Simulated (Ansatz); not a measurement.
Basis-set extrapolation for C$_{2}$H$_{5}$ClOSi, SMILES `C[Si]1(Cl)CO1` (PBE0-D4/def2-TZVP geometry, frozen core, Ansatz). Multiplicity 1, RHF reference.

```json
{"": "HF", "def2-TZVPP": "-902.079964", "def2-QZVPP": "-902.109315"}
{"": "MP2 correlation", "def2-TZVPP": "-0.882517", "def2-QZVPP": "-0.952074"}
{"": "CCSD(T) correlation", "def2-TZVPP": "-0.963698", "def2-QZVPP": "not run"}
```

Energies in hartree. Use E(X) = E(∞) + A·exp(−7.88·√X) for Hartree–Fock and E(X) = E(∞) + B·X^(−2.97) for correlation, with X = 3 and 4, and add CCSD(T) minus MP2 of the smaller set to the MP2 limit.

What is the CCSD(T) energy at the basis-set limit?

HF limit: -902.109315 + (-0.029351) × 0.13774 = -902.11336. MP2 limit: -0.952074 + (-0.069557) × 0.74074 = -1.00360. Higher-order term: -0.963698 − (-0.882517) = -0.08118. Total: -903.19814 hartree, 405.6 kJ/mol below CCSD(T)/def2-TZVPP.
